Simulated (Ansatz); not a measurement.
Computed with Ansatz on PBE0-D4/def2-TZVP structures; ΔE is electronic, products minus reactants. CBS: MP2 limit from def2 TZ/QZ plus the TZ coupled-cluster correction, frozen cores. This one scheme is used for every species. Functionals use def2-TZVPP. B3LYP here is the variant with VWN-RPA as its local correlation; programs differ in this. Each species was taken in one conformer, which may not be the lowest.

`O[Si](O)(F)Cl` + H₂O → `O[Si](O)(O)F` + HCl  (formal hydrolysis of the Si–Cl bond)

`O[Si](O)(F)Cl`:

Z-matrix (Å, degrees):
```
Si
O 1 1.612
F 1 1.584 2 111.4
O 1 1.620 2 108.8 3 120.5
Cl 1 2.024 2 108.3 3 -116.3
H 2 0.959 1 117.9 3 -89.5
H 4 0.958 1 119.1 2 -173.6
```

H₂O:

```xyz
3

O     0.200   -0.200   -0.267
H     0.535    0.469    0.333
H    -0.736   -0.269   -0.066
```

`O[Si](O)(O)F`:

Z-matrix (Å, degrees):
```
Si
O 1 1.619
O 1 1.619 2 109.9
O 1 1.619 2 109.9 3 121.0
F 1 1.594 2 109.0 3 -119.5
H 2 0.958 1 118.5 3 178.2
H 3 0.958 1 118.5 2 -60.3
H 4 0.958 1 118.5 2 178.4
```

HCl:

Z-matrix (Å, degrees):
```
Cl
H 1 1.279
```

CCSD(T)/CBS gives -3.4 kcal/mol.

Another level gave -2.5 kcal/mol. Which?
A. PBE0-D4/def2-TZVPP
B. B3LYP-D4/def2-TZVPP
C. HF/def2-TZVPP
D. CCSD/def2-TZVPP

A. PBE0-D4 -2.5, B3LYP-D4 -3.9, HF/def2-TZVPP -6.4, CCSD/def2-TZVPP -5.3 kcal/mol.

Largest T1 diagnostic among the species: 0.011.

The D4 term adds +0.8 kcal/mol with B3LYP and +0.4 kcal/mol with PBE0; it sums over pairs of atoms, weighted by their polarisabilities, and B3LYP, whose exchange is more repulsive, gets the larger term. In def2-TZVPP, CCSD(T) changes the Hartree–Fock value by +1.6 kcal/mol (the triples alone add +0.5 kcal/mol) and MP2 by +2.7 kcal/mol.
